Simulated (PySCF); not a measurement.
MoOF₃, SMILES [F][Mo+]([F])(=[O])[F], charge +1, multiplicity 1.

Geometry: r2SCAN-D4/def2-SVP. The spin state was assumed, not searched. The isomer is the one that the SMILES or the coordinates give; other isomers of the formula were not compared. The def2 effective core potentials stand for the cores of Mo; spin–orbit coupling is left out.

All values below come from PBE/def2-TZVPD run with PySCF.

Estimate the frontier levels, gap, dipole moment and polarisability. (The exact figures need the calculation; the answer reports its results.)


```
Quantity                                                           Value
------------------------------------------------  ----------------------
highest occupied level                                         -16.76 eV
lowest empty level                                             -11.57 eV
orbital gap                                                      5.19 eV
dipole moment about the centre of nuclear charge               0.107 e·Å
mean static polarisability                          36.5 bohr³ (5.41 Å³)
polarisability, principal values                  35.9, 35.9, 37.8 bohr³
```
